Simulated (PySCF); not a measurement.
**Br²⁺: excitation energy**

Br²⁺ [Ar] 3d10 4s2 4p3 (4S) → Br²⁺ [Ar] 3d10 4s1 4p3 4d1 (6D), as a difference of total energies. Computed with PySCF 2.14 in aug-cc-pwCVDZ-PP with ECP10MDF (6s5p4d1f, 48 functions), with a scalar-relativistic core potential. Correlated levels: valence: 3s2 3p6 3d10 frozen. The calculations carry no spin-orbit coupling.

| method | excitation energy (eV) |
| --- | --- |
| UHF | 24.705 |
| MP2 (valence) | 26.073 |
| SCS-MP2 (valence) | 26.307 |
| CCSD (valence) | 26.355 |
| CCSD(T) (valence) | 26.379 |

**Question.** How much does correlation contribute at CCSD(T) (valence)?

**Answer.** 26.379 − (24.705) = 1.674 eV, measured against UHF.

The promoted electron is Rydberg-like, and one or two diffuse shells describe it only roughly, which tends to raise the upper state.
